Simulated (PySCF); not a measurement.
SeCl₃, SMILES Cl[Se+](Cl)Cl, charge +1.

Coordinates come from a PBE0-D3(BJ)/def2-SVP optimisation. The multiplicity is an assumed one; other spin states were not compared. The isomer is the one that the SMILES or the coordinates give; other isomers of the formula were not compared.

All values below come from PySCF with TDA-CAM-B3LYP/def2-SVPD.

Vertical excitations; the highest root listed may be one member of a degenerate set. Gas-phase values at a fixed geometry. State labels are in the subgroup Cs.

```tsv
state	symmetry	energy (eV)	λ (nm)	f	main pairs
S1	A'	4.75	261	0.008	HOMO→LUMO 91 %
S2	A"	4.81	258	0.000	HOMO−1→LUMO 90 %
S3	A'	4.96	250	0.000	HOMO−3→LUMO, HOMO→LUMO+2 (degenerate set)
S4	A"	4.96	250	0.000	HOMO−2→LUMO, HOMO→LUMO+1 (degenerate set)
S5	A"	5.26	236	0.002	HOMO−1→LUMO+2, HOMO−4→LUMO, HOMO−3→LUMO+1, HOMO−2→LUMO+2 (degenerate set)
S6	A'	5.26	236	0.002	HOMO−1→LUMO+1, HOMO−5→LUMO, HOMO−2→LUMO+1, HOMO−3→LUMO+2 (degenerate set)
S7	A'	5.60	221	0.000	HOMO−2→LUMO+1 45 %, HOMO−3→LUMO+2 45 %, HOMO→LUMO 7 %
S8	A'	5.70	218	0.008	HOMO−3→LUMO, HOMO−1→LUMO+1, HOMO→LUMO+2, HOMO−3→LUMO+2 (degenerate set)
S9	A"	5.70	218	0.008	HOMO−2→LUMO, HOMO−1→LUMO+2, HOMO→LUMO+1, HOMO−3→LUMO+1 (degenerate set)
S10	A"	5.75	216	0.000	HOMO−2→LUMO+2 48 %, HOMO−3→LUMO+1 48 %
T1	A'	4.05	306	0	HOMO→LUMO 84 %
T2	A'	4.13	300	0	HOMO→LUMO+2, HOMO−3→LUMO (degenerate set)
T3	A"	4.13	300	0	HOMO→LUMO+1, HOMO−2→LUMO (degenerate set)
T4	A"	4.17	298	0	HOMO−1→LUMO 77 %
```
Triplets are in the Tamm–Dancoff approximation.
